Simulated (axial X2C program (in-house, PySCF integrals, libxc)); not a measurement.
## Nuclear properties of SSbS

Calculated with an axial X2C code built on PySCF integrals: two-component X2C with atomic mean-field Coulomb and Gaunt terms, Gaussian nuclei, basis S dyall-av3z, Sb dyall-v3z with contracted cores.

S–Sb–S held linear, with bonds 2.281 and 2.281 Å (near the PBE0 minimum at charge 0 of the determinant lowest at the starting distance; the state shown can have its own minimum elsewhere, held linear; other orders of the atoms were not compared).

Input and command:
```json
{"zs": [16, 51, 16], "q": 0, "bas": ["dyall-av3z", "dyall-v3z", "dyall-av3z"], "r0": [2.27, 2.27], "symm": 1, "scan": ["PBE0", "HF", "BHandHLYP"], "levels": ["PBE0", "HF", "LDA"], "nst": 2}
```
```bash
python solin.py task.json out
```

Keys: zs atomic numbers; q charge; bas basis sets; r0 starting distance in Å; symm equal bonds; scan levels of the two-bond scan; levels methods; nst determinants followed.

Determinant lowest in the PBE0 search, Ω = 1/2 (⟨Sz⟩ = 0.50, ⟨Lz⟩ = 0.00 at PBE0), spin on the atoms S 0.21, Sb 0.08, S 0.21:

| level | A∥/gI S (MHz) | qzz S (a.u.) | A∥/gI Sb (MHz) | qzz Sb (a.u.) |
| --- | --- | --- | --- | --- |
| PBE0 | 264 | 0.77 | 3430 | -4.50 |
| HF | 250 | 0.84 | 2740 | -6.77 |
| LDA | 267 | 0.70 | 3440 | -3.44 |

Determinant 0.92 eV from it at PBE0 and this distance, Ω = 3/2 (⟨Sz⟩ = 0.50, ⟨Lz⟩ = 1.00 at PBE0), spin on the atoms S 0.03, Sb 0.45, S 0.03:

```tsv
level	A∥/gI S (MHz)	qzz S (a.u.)	A∥/gI Sb (MHz)	qzz Sb (a.u.)
PBE0	69.2	3.46	544	-1.42
HF	10.9	3.57	566	-4.30
LDA	64.4	3.37	431	0.15
```

A∥ (defined per Ω) follows by multiplying with gI = μI/(I μN); qzz is the electric field gradient, eQq0 = 234.96 MHz × Q/barn × qzz. The operators were transformed with the bare-nucleus X2C matrices; with these basis sets, hyperfine constants and field gradients can be off by tens of per cent, and where levels differ in sign neither size nor sign is settled.

(1) With gI(33S) = 0.4292, Q(33S) = -0.0694 barn, gI(121Sb) = 1.3454, Q(121Sb) = -0.543 barn (g factors from the IAEA table of nuclear moments by Stone; Q from Pyykkö, Mol. Phys. 2018), turn the PBE0 values of the first state into constants in MHz.

The molecule was held linear; bending was not examined, so a bent shape may lie lower.

Each state is one determinant with collinear spin. Unrestricted Hartree–Fock can overshoot spin polarisation at the nuclei. The search compared states at one distance, so a state with another bond length can lie lower. PBE0 term energies can be off by some tenths of an eV.

Results:

(1) A∥(33S) = 264 × 0.4292 = 113 MHz; eQq0(33S) = 234.96 × (-0.0694) × (0.77) = -12.6 MHz; A∥(121Sb) = 3430 × 1.3454 = 4610 MHz; eQq0(121Sb) = 234.96 × (-0.543) × (-4.50) = 574 MHz.
